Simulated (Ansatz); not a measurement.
C3H8Cl2GaN, singlet, geometry from GFN2-xTB (such geometries of metal compounds can be far from the true shape); SC-NEVPT2/STO-3G, CASSCF(4,3) in Ansatz (a quantum-chemistry and plane-wave program).

Ansatz was given this input:
Ansatz 0.2 input:
```yaml
crystal:
  periodic: [false, false, false]
  atoms:
    - {symbol: Ga, position_ang: [0.26763290, 0.20624365, 0.49116264]}
    - {symbol: Cl, position_ang: [-0.61497072, -1.19097338, 1.77328956]}
    - {symbol: Cl, position_ang: [1.29855822, 1.79717564, 1.38797134]}
    - {symbol: N, position_ang: [0.47267951, 0.16058380, -1.35733737]}
    - {symbol: C, position_ang: [-0.35001371, -0.52869348, -2.34487038]}
    - {symbol: C, position_ang: [-0.72747507, -1.90212206, -1.80618042]}
    - {symbol: C, position_ang: [-1.60075892, 0.27233043, -2.70698822]}
    - {symbol: H, position_ang: [0.76097609, 1.07397459, -1.70351513]}
    - {symbol: H, position_ang: [0.26437321, -0.65435054, -3.24954553]}
    - {symbol: H, position_ang: [-1.19080324, -2.50759806, -2.58073680]}
    - {symbol: H, position_ang: [0.16564804, -2.40948306, -1.44106681]}
    - {symbol: H, position_ang: [-1.42775459, -1.78546821, -0.97780574]}
    - {symbol: H, position_ang: [-2.20225923, -0.26460120, -3.43626394]}
    - {symbol: H, position_ang: [-2.19668486, 0.43416160, -1.80546726]}
    - {symbol: H, position_ang: [-1.33037293, 1.24119731, -3.12348027]}
basis:
  gaussian:
    orbitals: STO-3G
magnetization: {spin_polarized: false}
correlation: {method: sc_nevpt2, electrons: all, active_space: {window: {electrons: 4, orbitals: 3}}}
```

It wrote (shortened):

```
Functional definition: HF
784 factors; integrals over basis functions are off by at most 3.6e-5 eV
mean field evaluation 1: about -81110.1855 eV, gradient 2.3e1 eV
mean field evaluation 2: about -81110.4812 eV, gradient 2.3e1 eV
mean field evaluation 4: about -81112.8703 eV, gradient 2.3e0 eV
mean field evaluation 8: about -81112.8966 eV, gradient 8.9e-4 eV
mean field -81112.89536431 eV, -2980.8439243430 hartree, gradient 3.0e-6 eV, S^2 0.000000; 0 other end points of the search recorded, 0 dependent functions left out
reference -81112.89536431 eV, -2980.8439243430 hartree; 49, 49 occupied and 15, 15 virtual orbitals, 784 factors
state -81113.25008075 eV, -2980.8569599319 hartree
state -81113.25008075 eV, -2980.8569599319 hartree; corrected -81120.15869948 eV, -2981.1108469874 hartree
Total energy: -81120.15869948 eV, -2981.1108469874 hartree
```
